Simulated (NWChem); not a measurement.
Basis-set dependence for ITl

```
Tl
I 1 2.8973
```
Charge 0, spin multiplicity 1.

Program: NWChem. All single points use one geometry, from B3LYP/def2-SVP with def2 effective core potentials on I, Tl, a minimum by its harmonic frequencies.

Hartree-Fock energies in Ha, correlation energies in mHa.

Effective core potentials replace the inner electrons of I, Tl; spin-orbit coupling is left out. The correlated methods keep 8 core orbitals frozen. The structure started from a generated list of species. Coupled-cluster values serve here as a point of comparison, not as the truth.

| basis | functions | RHF | MP2 | SCS-MP2 | CCSD | CR-CCSD[T] | CR-CCSD(T) |
|---|---|---|---|---|---|---|---|
| def2-SVP | 52 | -468.25505 | -180.2 | -171.0 | -197.9 | -202.9 | -202.6 |
| def2-TZVP | 100 | -468.26641 | -855.0 | -755.8 | -798.2 | -812.0 | -811.3 |
| def2-QZVP | 164 | -468.26796 | -1108.7 | -981.9 | not run | not run | not run |

From def2-TZVP to def2-QZVP the Hartree-Fock energy moves by -1.6 mHa and the MP2 correlation energy by -253.6 mHa, which is 23 % of its value in the larger set.
